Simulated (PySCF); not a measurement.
# Solvent effects on NMR parameters

Mapped SMILES: `[SiH3:1][NH:2][B:3]1[CH2:4][CH2:5][CH2:6][CH2:7][CH2:8]1` (H(Xn): hydrogen on atom n).

GIAO PBE0/pcSseg-1 in PySCF on one PBE0-D3(BJ)/def2-SVP conformer, non-relativistic, equivalent nuclei averaged. Solvents enter as an IEF-PCM continuum (chloroform with ε = 4.7, acetonitrile with ε = 35.7) around the gas-phase geometry. Shifts are referred to TMS, BF3·OEt2 computed in the same medium.

Gas phase, δ in ppm: Si1 -60.6, B3 51.0, C6 30.7, C5/C7 28.3, C4/C8 21.8, H(Si1) 4.71, H(N2) 2.94, H(C5)/H(C7) 1.50, H(C6) 1.42, H(C4)/H(C8) 0.79. Dipole moment 0.75 D.

Question: How does each δ change in the continuum?

Answer: 
| atoms | environment | Δδ, chloroform | Δδ, acetonitrile |
| --- | --- | --- | --- |
| Si1 | silicon bonded to N, 3 H | -0.1 | -0.2 |
| B3 | boron bonded to 2 C, N, in a 6-membered ring | +0.4 | +0.5 |
| C6 | sp3 CH2 in a ring | +0.4 | +0.6 |
| C5/C7 | sp3 CH2 in a ring | +0.4 | +0.6 |
| C4/C8 | sp3 CH2 bonded to B | +0.2 | +0.3 |
| H(Si1) | hydrogen on a silicon bonded to N | -0.04 | -0.06 |
| H(N2) | hydrogen on a nitrogen bonded to B, Si | +0.41 | +0.58 |
| H(C5)/H(C7) | hydrogen on an sp3 CH2 in a ring | -0.02 | -0.03 |
| H(C6) | hydrogen on an sp3 CH2 in a ring | -0.01 | -0.02 |
| H(C4)/H(C8) | hydrogen on an sp3 CH2 bonded to B | +0.01 | +0.01 |

Changes are relative to the gas phase. The dipole moment becomes 0.94 D in chloroform, 1.03 D in acetonitrile.

Question: Which nuclei move most (in ppm), and what does the model miss?

Answer: B3 (boron bonded to 2 C, N, in a 6-membered ring, +0.5 ppm) and C6 (sp3 CH2 in a ring, +0.6 ppm) and C5/C7 (sp3 CH2 in a ring, +0.6 ppm) and H(N2) (hydrogen on a nitrogen bonded to B, Si, +0.58 ppm) in acetonitrile. A continuum only polarises the solute; specific hydrogen bonds, the anisotropy of aromatic solvents and changes of geometry or conformer are outside it.
